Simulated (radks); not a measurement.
Q: These are the eigenvalues of the occupied orbitals of an atom or ion with whole-number occupations (eV). Calculated with a radial shooting solver on a logarithmic mesh with Libxc functionals: scalar-relativistic Kohn-Sham, LDA (Slater exchange, VWN5 correlation), spin-polarised, spherical densities, finite nucleus; Fermi nuclear charge, rms radius of each element as measured or else 0.836 A^(1/3) + 0.57 fm.

| orbital | eigenvalue |
|---|---|
| 1s up | -3036.187 |
| 1s down | -3031.919 |
| 2s up | -683.2064 |

Which element is it, and in what charge state? The configuration may be excited. Open shells, if any, are filled with parallel spins first.

A: Z = 16, sulfur, charge +13: S13+ in [He] 2s1. The list shows which subshells hold electrons but not how many an open one holds; the 1s level, -111.58 hartree, gives Z - s = 14.9 by -(Z - s)^2/2, which with screening and relativity narrows Z to a few neighbours, and the depths of the outer levels then fix element, charge and occupations together.
